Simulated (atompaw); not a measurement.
Building the PAW (atompaw) potential for selenium (Se) (LDA (PW92), scalar-relativistic).

atompaw 4.2.0.5 was run on this input:

```
Se 34
LDA-PW scalarrelativistic loggrid 1500 logderivrange -6 5 276
4 4 3 0 0 0
4 0 1.75
4 1 4.25
0 0 0
c
c
c
v
c
c
v
v
2
2.15 1.85 1.95 1.65
y
-0.6
n
y
3.45
n
y
-0.4
n
custom rrkj vanderbiltortho gaussian
3 -0.5 troulliermartins
2.15
2.15
2.15
2.15
0.75
0.75
PWSCFOUT
UPFDX 0.0125d0 UPFXMIN -7.d0 UPFZMESH 34.d0
END
```

Command:

```bash
atompaw < Se.input > Se.log
```

Resulting log (summary file):

```
Completed calculations for Se (AE)

 Exchange-correlation type: LDA, Perdew-Wang correlation

 Radial integration grid is logarithmic
 r0 =   2.4881001E-04 h =   8.4595402E-03   n =      1500 rmax =   8.0000000E+01

 Scalar relativistic calculation

 AEatom converged in  37 iterations
   nz     =  34.00
   delta  =       2.452214599352E-17

 All Electron Orbital energies:
  n  l      occupancy      energy
  1  0      2.0000000E+00 -9.1756280E+02
  2  0      2.0000000E+00 -1.1797352E+02
  3  0      2.0000000E+00 -1.5660736E+01
  4  0      1.7500000E+00 -1.3007159E+00
  2  1      6.0000000E+00 -1.0387716E+02
  3  1      6.0000000E+00 -1.1253414E+01
  4  1      4.2500000E+00 -5.0060821E-01
  3  2      1.0000000E+01 -3.9532951E+00

 Total energy
   Total                    :    -4853.37923572096497

 ---
 Completed calculations for Se (SC)

 Exchange-correlation type: LDA, Perdew-Wang correlation

 Radial integration grid is logarithmic
 r0 =   2.4881001E-04 h =   8.4595402E-03   n =      1500 rmax =   8.0000000E+01

 Scalar relativistic calculation

 SCatom converged in   1 iterations
   nz     =  34.00
   delta  =       7.927209783262E-18

 Valence Electron Orbital energies:
  n  l      occupancy      energy
   4  0      1.7500000E+00 -1.3007159E+00
   4  1      4.2500000E+00 -5.0060821E-01
   3  2      1.0000000E+01 -3.9532951E+00

 Total energy
   Total                    :    -4853.37923571866759
   Valence                  :     -395.08813097461757

 PAW parameters:
       lmax =            2
         rc =    2.1590986804006982
        irc =         1073
   rc_shape =    1.8541014398077429
    rc_vloc =    1.9506527537823519
    rc_core =    1.6609845969866364
   Vloc: Norm-conserving Troullier-Martins with l= 3;e=  -5.0000E-01
   Projector type: RRKJ pseudization + Vanderbilt ortho.
   Gaussian compensation charge shape with gausstol =   1.0000E-04

 Number of basis functions     6
 No.   n  nodes  l      Energy         Cp coeff         Occ
  1    4    3    0   -0.1300716E+01  0.1116593E+03  0.1750000E+01
  2  999    4    0   -0.6000000E+00  0.9328904E+01  0.0000000E+00
  3    4    2    1   -0.5006082E+00  0.2635221E+02  0.4250000E+01
  4  999    3    1    0.3450000E+01  0.2107323E+01  0.0000000E+00
  5    3    0    2   -0.3953295E+01  0.1191682E+02  0.1000000E+02
  6  999    1    2   -0.4000000E+00  0.1978929E+03  0.0000000E+00

 Eigenvalues of overlap operator (in the basis of projectors):
    1        3.82801193E-02
    2        2.21870610E-01
    3        2.30113320E+00
    4        1.29938775E+01
    5        7.45660419E+01
    6        1.57034088E+04

 Orbital leakage outside PAW augmentation regions
   orb  is_core?  %out_of_sphere
   1 0    T           0.00
   2 0    T           0.00
   3 0    T           0.00
   4 0    F          24.93
   2 1    T           0.00
   3 1    T           0.00
   4 1    F          48.34
   3 2    F           0.13

 Summary of PAW energies
   Total valence energy     :   -395.08809515742473
   Smooth energy            :    222.57260167406750
   One center               :   -617.66069683149226
   Smooth kinetic           :    200.08890488892621
   Vloc energy              :     15.45198289903420
   Smooth exch-corr         :    -22.17656699533787
   One-center xc            :   -146.95103736902990
```

The run took about 3.5 s on one core of a shared server CPU.
